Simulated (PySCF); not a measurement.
Compound: C₇H₉N.
SMILES: `CC(C#N)=C1CCC1`

The calculation used TDDFT wB97X-D/def2-SVPD, vertical, gas phase, core orbitals frozen in the response in PySCF. Isolated species at its GFN2-xTB geometry, gas phase.

```json
{"state": "S1", "E (eV)": "5.97", "λ (nm)": "207.7", "f": "0.449", "|μ| (D)": "4.45", "main configurations (H = HOMO, L = LUMO)": "H→L (95%)"}
{"state": "S2", "E (eV)": "6.72", "λ (nm)": "184.6", "f": "0.0004", "|μ| (D)": "0.12", "main configurations (H = HOMO, L = LUMO)": "H-1→L (55%), H-2→L (13%), H→L+3 (9%)"}
{"state": "S3", "E (eV)": "6.88", "λ (nm)": "180.1", "f": "0.0002", "|μ| (D)": "0.09", "main configurations (H = HOMO, L = LUMO)": "H→L+3 (22%), H-1→L (19%), H→L+4 (17%)"}
{"state": "S4", "E (eV)": "7.09", "λ (nm)": "175.0", "f": "0.0021", "|μ| (D)": "0.28", "main configurations (H = HOMO, L = LUMO)": "H→L+1 (61%), H→L+3 (24%)"}
{"state": "S5", "E (eV)": "7.12", "λ (nm)": "174.2", "f": "0.0001", "|μ| (D)": "0.05", "main configurations (H = HOMO, L = LUMO)": "H-2→L (64%), H-1→L (17%)"}
{"state": "S6", "E (eV)": "7.66", "λ (nm)": "161.8", "f": "0.0001", "|μ| (D)": "0.04", "main configurations (H = HOMO, L = LUMO)": "H-3→L (87%)"}
{"state": "S7", "E (eV)": "7.99", "λ (nm)": "155.2", "f": "0.039", "|μ| (D)": "1.13", "main configurations (H = HOMO, L = LUMO)": "H-4→L (57%)"}
{"state": "S8", "E (eV)": "8.00", "λ (nm)": "155.0", "f": "0.0049", "|μ| (D)": "0.40", "main configurations (H = HOMO, L = LUMO)": "H→L+2 (69%), H→L+3 (8%)"}
```

Triplets (Tamm–Dancoff): T1 3.67 eV, H→L (94%); T2 6.35 eV, H-1→L (42%), H-2→L (14%), H→L+3 (11%); T3 6.50 eV, H-4→L (37%), H-6→L (11%).

The lowest singlet lies at 5.97 eV (208 nm, ultraviolet) and is strong; its leading configuration is HOMO→LUMO (95%). The lowest level is also the most intense of those listed (f = 0.449). Löwdin shares by element: HOMO carbon 59% or more, nitrogen 14% (atoms not listed hold the other 27%); LUMO carbon 57% or more, nitrogen 14% (atoms not listed hold the other 29%). Of the 8 states listed, 2 reach f = 0.01 and 4 stay under 0.0005. The oscillator strengths of these states sum to 0.496; summed over the whole spectrum of an exact calculation they would give the number of electrons, 58 (Thomas–Reiche–Kuhn). Orbital energies (eV): HOMO-3 -11.89, HOMO-2 -11.37, HOMO-1 -11.18, HOMO -9.07, LUMO 0.70, LUMO+1 2.07, LUMO+2 2.52. Singlets were solved by full linear response, triplets in the Tamm–Dancoff approximation.
